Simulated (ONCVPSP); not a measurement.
**calcium (Ca) ONCV: all-electron and pseudo phase curves**

calcium, optimised norm-conserving Vanderbilt (ONCV), made with ONCVPSP 4.0.1 (LDA (Perdew-Zunger), scalar-relativistic). Core [Ne], reference 3s2 3p6 4s1 (charge +1). Waves: 3s+4s: rc 1.85 bohr, ncon 4, nbas 7, qcut 4.9 1/bohr, 2 projectors; 3p: rc 1.55 bohr, ncon 3, nbas 6, qcut 8.8 1/bohr, 2 projectors, debl 1.8 Ha; d scattering state at 0.05 Ha: rc 2.00 bohr, ncon 4, nbas 9, qcut 5.4 1/bohr, 1 projector. Local part: polynomial inside 1.50 bohr (lpopt 5, dvloc0 3 Ha). Core correction: none.

In the d channel the program set the typed energies aside and used -0.316 Ha.

The phase is arctan(r·R′/R) of the radial function R(r), unwrapped; energies in Ha, scanned from -3 to 5 Ha. A pole is an energy at which the radial function vanishes at the test radius. The pseudo phase is shifted by a multiple of π to meet the all-electron one at the reference energy, and phase errors are pseudo minus all-electron; the curves can meet again beyond the range given. Levels narrower than the energy grid can be missing from the lists of poles.

**Question.** For each channel, where are the poles, and over which energies does the pseudopotential scatter like the atom?

**Answer.**

```tsv
channel	radius (bohr)	reference energy (Ha)	poles, all-electron	poles, pseudo	unbroken range about the reference energy with phases within 0.05 rad	phase error 1 Ha above the reference energy (rad)
s	1.88	-0.34	-1.62, 4.73	-1.62, 4.38	the whole range	-0.004
p	1.57	-1.28	-0.14	-0.14	the whole range	-0.000
d	2.03	-0.32	0.23, 4.33	0.27	below 0.6	+0.060
```

Phases in the s channel:

```json
{"E (Ha)": "-2.98", "all-electron": "1.011", "pseudo": "1.011"}
{"E (Ha)": "-2.54", "all-electron": "0.463", "pseudo": "0.462"}
{"E (Ha)": "-2.10", "all-electron": "-1.109", "pseudo": "-1.109"}
{"E (Ha)": "-1.66", "all-electron": "-1.551", "pseudo": "-1.551"}
{"E (Ha)": "-1.22", "all-electron": "-1.710", "pseudo": "-1.710"}
{"E (Ha)": "-0.78", "all-electron": "-1.826", "pseudo": "-1.826"}
{"E (Ha)": "-0.34", "all-electron": "-1.960", "pseudo": "-1.960"}
{"E (Ha)": "0.10", "all-electron": "-2.174", "pseudo": "-2.174"}
{"E (Ha)": "0.54", "all-electron": "-2.623", "pseudo": "-2.625"}
{"E (Ha)": "0.98", "all-electron": "-3.451", "pseudo": "-3.460"}
{"E (Ha)": "1.42", "all-electron": "-4.054", "pseudo": "-4.063"}
{"E (Ha)": "1.86", "all-electron": "-4.321", "pseudo": "-4.330"}
{"E (Ha)": "2.30", "all-electron": "-4.456", "pseudo": "-4.465"}
{"E (Ha)": "2.74", "all-electron": "-4.538", "pseudo": "-4.547"}
{"E (Ha)": "3.18", "all-electron": "-4.594", "pseudo": "-4.605"}
{"E (Ha)": "3.62", "all-electron": "-4.635", "pseudo": "-4.649"}
{"E (Ha)": "4.06", "all-electron": "-4.669", "pseudo": "-4.686"}
{"E (Ha)": "4.50", "all-electron": "-4.698", "pseudo": "-4.721"}
{"E (Ha)": "4.94", "all-electron": "-4.725", "pseudo": "-4.758"}
```
